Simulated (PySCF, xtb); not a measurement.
BHFCl, SMILES FBCl.

GFN2-xTB (xtb) at its own geometry gives an orbital gap of 4.74 eV and a dipole moment of 1.05 D.

Geometry: PBE0-D3(BJ)/def2-TZVP.

**Question.** What does CAM-B3LYP/def2-TZVPD in PySCF give? (The exact figures need the calculation; the answer reports its results.)

**Answer.** gap 10.87 eV (levels -10.94 and -0.06 eV), dipole 0.77 D.
